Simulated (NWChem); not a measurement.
Species: C3H5N2 cation; SMILES c1c[nH+]c[nH]1

```xyz
10

C     -0.6820     0.0000    -0.9741
C      0.6820     0.0000    -0.9741
N      1.0700     0.0000     0.3438
C      0.0000     0.0000     1.1335
N     -1.0700     0.0000     0.3438
H     -1.3935     0.0000    -1.7963
H      1.3935     0.0000    -1.7963
H      2.0316     0.0000     0.6773
H      0.0000     0.0000     2.2223
H     -2.0316     0.0000     0.6773
```
Atoms are numbered in this order, from 1.

Level: PBE0/def2-SVP (NWChem), optimised geometry, unscaled harmonic frequencies. 

```json
[
 {"frequency (cm⁻¹)": "640", "IR intensity (km/mol)": "0.0"},
 {"frequency (cm⁻¹)": "647", "IR intensity (km/mol)": "40.9"},
 {"frequency (cm⁻¹)": "725", "IR intensity (km/mol)": "0.0"},
 {"frequency (cm⁻¹)": "749", "IR intensity (km/mol)": "210.5"},
 {"frequency (cm⁻¹)": "773", "IR intensity (km/mol)": "55.1"},
 {"frequency (cm⁻¹)": "887", "IR intensity (km/mol)": "0.7"},
 {"frequency (cm⁻¹)": "913", "IR intensity (km/mol)": "0.0"},
 {"frequency (cm⁻¹)": "920", "IR intensity (km/mol)": "0.6"},
 {"frequency (cm⁻¹)": "941", "IR intensity (km/mol)": "0.2"},
 {"frequency (cm⁻¹)": "1080", "IR intensity (km/mol)": "40.6"},
 {"frequency (cm⁻¹)": "1114", "IR intensity (km/mol)": "20.5"},
 {"frequency (cm⁻¹)": "1153", "IR intensity (km/mol)": "13.8"},
 {"frequency (cm⁻¹)": "1193", "IR intensity (km/mol)": "0.1"},
 {"frequency (cm⁻¹)": "1240", "IR intensity (km/mol)": "10.0"},
 {"frequency (cm⁻¹)": "1342", "IR intensity (km/mol)": "0.4"},
 {"frequency (cm⁻¹)": "1491", "IR intensity (km/mol)": "10.7"},
 {"frequency (cm⁻¹)": "1508", "IR intensity (km/mol)": "3.8"},
 {"frequency (cm⁻¹)": "1606", "IR intensity (km/mol)": "9.1"},
 {"frequency (cm⁻¹)": "1652", "IR intensity (km/mol)": "51.8"},
 {"frequency (cm⁻¹)": "3308", "IR intensity (km/mol)": "33.8"},
 {"frequency (cm⁻¹)": "3308", "IR intensity (km/mol)": "68.5"},
 {"frequency (cm⁻¹)": "3325", "IR intensity (km/mol)": "25.7"},
 {"frequency (cm⁻¹)": "3627", "IR intensity (km/mol)": "425.9"},
 {"frequency (cm⁻¹)": "3635", "IR intensity (km/mol)": "35.3"}
]
```

```yaml
zero_point_energy: 54.0 kcal/mol
thermal correction to the enthalpy at 298.15 K (with zero-point energy): 56.9 kcal/mol
heat capacity Cv: 13.5 cal/(mol K)
entropy at 298.15 K and 1 atm (symmetry number 2): 63.8 cal/(mol K)
```

Rigid rotor and harmonic oscillator.
